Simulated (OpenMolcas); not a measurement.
## Ru3+ in Cs2NaYBr6: curves along the breathing mode

Ru3+ with its 6 nearest bromide ions, on the Y site of Cs2NaYBr6 (a = 11.3047 Å, distance in the model lattice 2.765 Å). The rest of the host is ab initio model potentials to 7.6 Å, with orthogonalisation functions on the cations behind the ligands, and point charges beyond; the distance is set by hand and nothing relaxes. Ligand basis ANO-RCC-VDZP.

```yaml
Program: OpenMolcas 26.06
Method: CASSCF
Basis: ANO-RCC-VDZP [6s5p3d1f]
Scalar_Hamiltonian: DKH2, point nucleus
Active_space: 5 electrons in 5 orbitals (4d)
State_averaging: 2S+1 = 6 even, 1 root; 2S+1 = 4 even, 24 roots; 2S+1 = 2 even, 75 roots
Spin-orbit_coupling: RASSI with atomic mean-field integrals over the reference wave functions
```

Spin-free energies (labels of O, the rotations of Oh) in cm-1 above the lowest fitted minimum, as all ligands move together:

```tsv
R (Å)	2A1
2.476	8800
2.535	3910
2.651	60
2.71	700
2.768	2920
```

Quadratic fits give the following; the wavenumber is harmonic, with the mass of all moving ligands, small differences in it between states hang on the degree of the fit, a number in brackets counts states of one label, and the table is a selection of at most 14 states with clean curves.

```tsv
State	R0 (Å)	Breathing mode (cm-1)	Minimum (cm-1)
2A1	2.660	190	0
```

Without dynamic correlation the repulsion within the d shell is too large (B by tens of per cent), so at a given field states of lower spin stand too high. With metal d orbitals alone the field can be off either way by tens of per cent. Ligand-to-metal charge-transfer states are missing. With no ligand orbital active B as a rule stays too high, so bands that hang on it stand too high and its fall with covalency is understated. An orbital triplet at a regular site is open to Jahn-Teller coupling, which can distort the site and quench the lowest spin-orbit gaps and is left out (holds for R = 2.476). This shell can be high or low spin here, a state of another spin lies low, and with metal d orbitals alone active their balance is uncertain, so the ground spin may be wrong, although the usual error favours high spin (holds for R = 2.476). The least metal-like active orbital is 67 % on the metal (Löwdin) and no ligand orbital is active, so the numbers are rough, and ground spin, moment and any spin crossover can be artefacts of this space; highly charged d ions in such sites are as a rule low spin (holds for R = 2.476). Spin-orbit coupling mixes the spin-free states strongly: the lowest level takes only 62 % from its leading state, 6A1 (holds for R = 2.535). This shell can be high or low spin here, a state of another spin lies low, and with metal d orbitals alone active their balance is uncertain, so the ground spin may be wrong (holds for R = 2.535; R = 2.651; R = 2.71; R = 2.768). The least metal-like active orbital is 74 % on the metal (Löwdin) and no ligand orbital is active, so the numbers are rough (holds for R = 2.535). The least metal-like active orbital is 77 % on the metal (Löwdin) and no ligand orbital is active, so the numbers are rough (holds for R = 2.651). The least metal-like active orbital is 78 % on the metal (Löwdin) and no ligand orbital is active, so the numbers are rough (holds for R = 2.71). The least metal-like active orbital is 79 % on the metal (Löwdin) and no ligand orbital is active, so the numbers are rough (holds for R = 2.768). No measured value stands beside these numbers.
